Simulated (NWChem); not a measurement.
The numbers come from NWChem runs, not from measurements. System: C4H3N2, charge 0, spin multiplicity 2, displaced from the optimised geometry. The structure started from a generated list of species. Its SCF solution wasn't tested for a lower state.

Job file:

```
start mol
memory heap 200 mb stack 900 mb global 1100 mb
geometry units angstroms nocenter noautoz
  C      0.264309     1.372670     0.000000
  C      1.354510     0.460369     0.000000
  C      0.954059    -0.910886     0.000000
  N     -0.354581    -1.301743     0.000000
  C     -1.291145    -0.326215     0.000000
  N     -0.998350     1.017173     0.000000
  H      2.425227     0.765154     0.000000
  H      1.723071    -1.724243     0.000000
  H     -2.368183    -0.624557     0.000000
  symmetry group Cs
end
basis spherical
  * library def2-svp
end
dft
  xc b3lyp
  odft
  mult 2
  semidirect memsize 60000000 filesize 0
  iterations 100
  convergence nodiis damp 40
end
task dft gradient
```

The output up to the point where the run's verdict is printed (cleaned and shortened):

```
             Northwest Computational Chemistry Package (NWChem) 7.3.0
             --------------------------------------------------------

                                NWChem Input Module
                                -------------------

 Scaling coordinates for geometry "geometry" by  1.889725989
 (inverse scale =  0.529177249)

 Turning off AUTOSYM since
 SYMMETRY directive was detected!

                             Geometry "geometry" -> ""
                             -------------------------

 Output coordinates in angstroms (scale by  1.889725989 to convert to a.u.)

  No.       Tag          Charge          X              Y              Z
 ---- ---------------- ---------- -------------- -------------- --------------
    1 C                    6.0000     0.26430900     1.37267000     0.00000000
    2 C                    6.0000     1.35451000     0.46036900     0.00000000
    3 C                    6.0000     0.95405900    -0.91088600     0.00000000
    4 N                    7.0000    -0.35458100    -1.30174300     0.00000000
    5 C                    6.0000    -1.29114500    -0.32621500     0.00000000
    6 N                    7.0000    -0.99835000     1.01717300     0.00000000
    7 H                    1.0000     2.42522700     0.76515400     0.00000000
    8 H                    1.0000     1.72307100    -1.72424300     0.00000000
    9 H                    1.0000    -2.36818300    -0.62455700     0.00000000

 Effective nuclear repulsion energy (a.u.)     196.1411332036

            Nuclear Dipole moment (a.u.)
            ----------------------------
        X                 Y               Z
 ---------------- ---------------- ----------------
    -0.0000075589    -0.0000151178     0.0000000000

      Symmetry information
      --------------------

 Group name             Cs
 Group number              2
 Group order               2
 No. of unique centers     9

      Symmetry unique atoms

     1    2    3    4    5    6    7    8    9


 Summary of "ao basis" -> "" (spherical)
 ------------------------------------------------------------------------------
[...]
 d= 0,ls=0.5         73   -198.7475523735 -1.41D+01  1.49D-01              19.8
                                                     1.24D-01
 d= 0,ls=0.5         74   -184.6954818474  1.41D+01  1.49D-01              20.2
                                                     1.24D-01
 d= 0,ls=0.5         75   -198.7475523735 -1.41D+01  1.49D-01              20.5
                                                     1.24D-01
 d= 0,ls=0.5         76   -184.6954818474  1.41D+01  1.49D-01              20.9
                                                     1.24D-01
 d= 0,ls=0.5         77   -198.7475523735 -1.41D+01  1.49D-01              21.2
                                                     1.24D-01
 d= 0,ls=0.5         78   -184.6954818474  1.41D+01  1.49D-01              21.6
                                                     1.24D-01
 d= 0,ls=0.5         79   -198.7475523735 -1.41D+01  1.49D-01              21.9
                                                     1.24D-01
 d= 0,ls=0.5         80   -184.6954818474  1.41D+01  1.49D-01              22.3
                                                     1.24D-01
 d= 0,ls=0.5         81   -198.7475523735 -1.41D+01  1.49D-01              22.6
                                                     1.24D-01
 d= 0,ls=0.5         82   -184.6954818474  1.41D+01  1.49D-01              23.0
                                                     1.24D-01
 d= 0,ls=0.5         83   -198.7475523735 -1.41D+01  1.49D-01              23.3
                                                     1.24D-01
 d= 0,ls=0.5         84   -184.6954818474  1.41D+01  1.49D-01              23.7
                                                     1.24D-01
 d= 0,ls=0.5         85   -198.7475523735 -1.41D+01  1.49D-01              24.1
                                                     1.24D-01
 d= 0,ls=0.5         86   -184.6954818474  1.41D+01  1.49D-01              24.4
                                                     1.24D-01
 d= 0,ls=0.5         87   -198.7475523735 -1.41D+01  1.49D-01              24.7
                                                     1.24D-01
 d= 0,ls=0.5         88   -184.6954818474  1.41D+01  1.49D-01              25.0
                                                     1.24D-01
 d= 0,ls=0.5         89   -198.7475523735 -1.41D+01  1.49D-01              25.2
                                                     1.24D-01
 d= 0,ls=0.5         90   -184.6954818474  1.41D+01  1.49D-01              25.5
                                                     1.24D-01
 d= 0,ls=0.5         91   -198.7475523735 -1.41D+01  1.49D-01              25.7
                                                     1.24D-01
 d= 0,ls=0.5         92   -184.6954818474  1.41D+01  1.49D-01              25.9
                                                     1.24D-01
 d= 0,ls=0.5         93   -198.7475523735 -1.41D+01  1.49D-01              26.2
                                                     1.24D-01
 d= 0,ls=0.5         94   -184.6954818474  1.41D+01  1.49D-01              26.4
                                                     1.24D-01
 d= 0,ls=0.5         95   -198.7475523735 -1.41D+01  1.49D-01              26.6
                                                     1.24D-01
 d= 0,ls=0.5         96   -184.6954818474  1.41D+01  1.49D-01              26.9
                                                     1.24D-01
 d= 0,ls=0.5         97   -198.7475523735 -1.41D+01  1.49D-01              27.1
                                                     1.24D-01
 d= 0,ls=0.5         98   -184.6954818474  1.41D+01  1.49D-01              27.3
                                                     1.24D-01
 d= 0,ls=0.5         99   -198.7475523735 -1.41D+01  1.49D-01              27.6
                                                     1.24D-01
 d= 0,ls=0.5        100   -184.6954818474  1.41D+01  1.49D-01              27.8
                                                     1.24D-01
```

The run did not converge; its last values are not results. The next line reads: Calculation failed to converge. NWChem stopped with the message: dft gradient failed.
